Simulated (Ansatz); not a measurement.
Reaction (hydrogenolysis of a C–S bond): `O=C(S)[NH][GeH3]` + H₂ → `O=C[NH][GeH3]` + H₂S

Isolated molecules relaxed with PBE0-D4/def2-TZVP in Ansatz; ΔE leaves out vibrations. CBS: MP2 limit from def2 TZ/QZ plus the TZ coupled-cluster correction, frozen cores. This one scheme is used for every species. Functionals use def2-TZVPP. B3LYP here is the variant with VWN-RPA as its local correlation; programs differ in this. HSE06 is defined as in plane-wave codes. For Ge outer-core shells are correlated without core-valence functions, which leaves a few kJ/mol of doubt a bond. Scalar relativity is left out up to krypton. Each species was taken in one conformer, which may not be the lowest.

```
             level  ΔE (kJ/mol)  difference from CCSD(T)/CBS
            PBE-D4        -23.9                         12.7
         revPBE-D4        -17.4                         19.2
           BLYP-D4        -25.2                         11.4
         r2SCAN-D4        -25.0                         11.6
           PBE0-D4        -31.6                          5.0
          B3LYP-D4        -32.7                          3.9
        r2SCAN0-D4        -31.9                          4.7
          HSE06-D4        -31.6                          5.0
          BHLYP-D4        -41.5                         -4.9
      CAM-B3LYP-D4        -39.1                         -2.5
           ωB97X-V        -36.5                          0.1
           ωB97M-V        -36.7                         -0.1
            B2PLYP        -39.0                         -2.4
          PBE-QIDH        -36.1                          0.5
               PBE        -30.4                          6.2
            revPBE        -33.6                          3.0
              BLYP        -38.9                         -2.3
            r2SCAN        -26.6                         10.0
              PBE0        -37.3                         -0.7
             B3LYP        -43.2                         -6.6
           r2SCANh        -29.7                          6.9
           r2SCAN0        -34.0                          2.6
             HSE06        -36.9                         -0.3
             BHLYP        -50.1                        -13.5
         CAM-B3LYP        -45.0                         -8.4
           LC-ωPBE        -41.7                         -5.1
RPA@PBE/def2-TZVPP        -40.4                         -3.8
       HF/def2-SVP        -68.6                        -32.0
      MP2/def2-SVP        -34.4                          2.2
     CCSD/def2-SVP        -48.8                        -12.2
  CCSD(T)/def2-SVP        -42.5                         -5.9
     HF/def2-TZVPP        -63.7                        -27.1
SCS-MP2/def2-TZVPP        -37.6                         -1.0
   CCSD/def2-TZVPP        -46.8                        -10.2
CCSD(T)/def2-TZVPP        -39.1                         -2.5
     HF/def2-QZVPP        -64.4                        -27.8
    MP2/def2-QZVPP        -29.2                          7.4
SCS-MP2/def2-QZVPP        -36.7                         -0.1
      HF/CBS(def2)        -64.5                        -27.9
    CCSD/CBS(def2)        -44.3                         -7.7
       CCSD(T)/CBS        -36.6                            0
```

Largest T1 diagnostic among the species: 0.015.

From PBE to PBE0 (25 % exact exchange), in def2-TZVPP and without D4, ΔE moves by −6.9 kJ/mol. Leaving LDA and LC-ωPBE aside and taking each functional with its dispersion term where it has one, the values spread over 24.1 kJ/mol, from BHLYP-D4 to revPBE-D4. LDA lies +7.4 kJ/mol from PBE without D4. At CCSD(T), def2-SVP lies −5.9 kJ/mol from the extrapolated value and def2-TZVPP −2.5 kJ/mol.
